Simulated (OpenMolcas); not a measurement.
**Ionisation energies of lanthanum**

```yaml
Program: OpenMolcas 26.06
Basis: ANO-R3 [9s7p7d3f2g1h]
Scalar_Hamiltonian: X2C, finite nucleus
Spin-orbit_coupling: RASSI with atomic mean-field integrals over the reference wave functions, term energies averaged over their components
```

Active shells in each charge state: the valence d shell, with orbitals averaged over the low states. Where CASPT2's correlated closed shells are named, they are those of the first ion.

A. CASSCF
B. SS-CASPT2, IPEA 0.25 Eh, imaginary shift 0.1 Eh (closed shells correlated: 5s 5p)
C. SS-CASPT2, IPEA 0.25 Eh, imaginary shift 0.1 Eh (closed shells correlated: 4d 5s 5p)
D. SS-CASPT2, IPEA 0 Eh, imaginary shift 0.1 Eh (closed shells correlated: 5s 5p)
E. SS-CASPT2, IPEA 0.25 Eh, imaginary shift 0.1 Eh (closed shells correlated: none)

Energies in eV between the lowest computed levels, named as in B; reference values from the NIST Atomic Spectra Database with their kind.

```tsv
From	To	A	B	C	D	E	Spin-orbit share in B	Reference
La2+ 5d ²D_3/2	La3+ 5p⁶ ¹S₀	18.208	18.998	18.959	19.087	18.208	+0.126	19.177 (measured)
```

Error against the reference values, in %:

| From | Reference | A | B | C | D | E |
| --- | --- | --- | --- | --- | --- | --- |
| La2+ | measured | -5.1 | -0.9 | -1.1 | -0.5 | -5.1 |

Absolute error against the one measured value: A 0.97 eV, B 0.18 eV, C 0.22 eV, D 0.09 eV, E 0.97 eV. D lies closest.

The lowest level within the active space need not be the ion's true ground level.
